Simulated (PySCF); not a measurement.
Vibration and rotation of SnF

UHF-CCSD(T) constants of SnF, ²Π (doublet), unpaired electrons π ↑ (basis Sn def2-TZVPP with ECP28, F def2-TZVPP; scalar-relativistic core potentials; PySCF 2.14; masses 119.9022 and 18.9984 u):

* ωe: 592.9 cm⁻¹
* ωexe: 2.7 cm⁻¹
* Be: 0.27236 cm⁻¹
* αe: 0.00176 cm⁻¹
* D (centrifugal): 2.3e-07 cm⁻¹
* De to Sn + F: 4.76 eV

(1) Give the vibrational terms G(v) and spacings up to v = 6.

(2) How well does the Morse estimate ωe²/(4ωexe) reproduce De, and what is D0?

Correlated steps freeze 5 core orbitals. Spin–orbit coupling is left out, which matters for elements this heavy, above all for dissociation energies. The state is the lowest determinant that a PBE0 search found; another state may lie lower at other levels.

Answers

(1) G(v) = ωe(v+½) − ωexe(v+½)².

| v | G(v) (cm⁻¹) | G(v) − G(v−1) | Bv (cm⁻¹) |
| --- | --- | --- | --- |
| 0 | 295.8 |  | 0.2715 |
| 1 | 883.3 | 587.5 | 0.2697 |
| 2 | 1465.4 | 582.1 | 0.2680 |
| 3 | 2042.1 | 576.7 | 0.2662 |
| 4 | 2613.4 | 571.3 | 0.2644 |
| 5 | 3179.3 | 565.9 | 0.2627 |
| 6 | 3739.8 | 560.5 | 0.2609 |

(2) It gives 4.04 eV, 85 % of the computed De. D0 = De − G(0) = 4.76 − 0.04 = 4.72 eV.
